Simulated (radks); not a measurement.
The numbers below are computed, except where a source is named.
Mean orbital radii <r> (bohr) of neutral thulium, [Xe] 4f13 6s2, at several levels of relativity; Dirac values are averaged over j with weights 2j + 1. Spin-unpolarised spherical Kohn-Sham, PBEsol, point nucleus unless stated (finite: rms radius 5.2256 fm), a radial shooting solver on a logarithmic mesh with Libxc functionals. A level marked "c x" has the speed of light scaled by that factor and shares open shells by 2j + 1; other Dirac levels either fill j = l - 1/2 first or share by 2j + 1.

shell  non-rel.  scalar-rel.  scalar-rel., finite nucleus  Dirac, 2j+1 shares  change of magnitude, last against first (%)
2s      0.09316      0.08489                      0.08491             0.08431                                        -9.50
2p      0.07889      0.07542                      0.07542             0.07501                                        -4.91
3s       0.2384       0.2210                       0.2211              0.2206                                        -7.48
3p       0.2282       0.2204                       0.2204              0.2196                                        -3.79
3d       0.2012       0.1999                       0.1999              0.1999                                        -0.63
4s       0.5364       0.4979                       0.4980              0.4978                                        -7.20
4p       0.5470       0.5286                       0.5286              0.5276                                        -3.56
4d       0.5741       0.5718                       0.5718              0.5721                                        -0.36
5s        1.341        1.230                        1.230               1.231                                        -8.22
5p        1.528        1.473                        1.473               1.472                                        -3.68
4f       0.7650       0.8112                       0.8112              0.8127                                        +6.23
6s        4.271        3.954                        3.954               3.954                                        -7.43
